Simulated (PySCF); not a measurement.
# Radial density of As²⁺ (arsenic, charge +2)

UHF, [Ar] 3d10 4s2 4d1, 2D determinant (an excited configuration). All numbers are calculated (PySCF 2.14, a scalar-relativistic core potential, in aug-cc-pVDZ-PP with ECP10MDF). This is the valence pseudo-density: the core potential removes the inner electrons and smooths the orbitals near the nucleus.

```csv
r (bohr),4πr²ρ (e/bohr),4πr²(ρα − ρβ)
0.000667,1.182e-05,0.0000
0.00112,3.339e-05,0.0000
0.00189,9.407e-05,0.0000
0.00317,0.0002630,0.0000
0.00534,0.0007199,0.0000
0.00898,0.001863,0.0000
0.0151,0.004233,0.0000
0.0254,0.008003,0.0000
0.0427,0.01790,0.0000
0.0719,0.1047,0.0002
0.121,0.9222,0.0017
0.203,5.599,0.0091
0.342,21.18,0.0217
0.575,28.99,0.0189
0.968,9.224,-0.0042
1.63,2.130,0.1014
2.74,0.7030,0.3572
4.61,0.1750,0.1695
7.75,0.001491,0.0015
```

Energies and moments cover only the electrons outside the core potential. The outer electron is Rydberg-like, and this basis confines it to a smaller radius and binds it less than a complete one would.

(1) Where is the radial spin density 4πr²(ρα − ρβ) most negative, and why is it negative at all?

## Answers

(1) Around r = 0.968 bohr, down to -0.0042 e/bohr: exchange with the open shell polarises the paired shells in an unrestricted calculation.
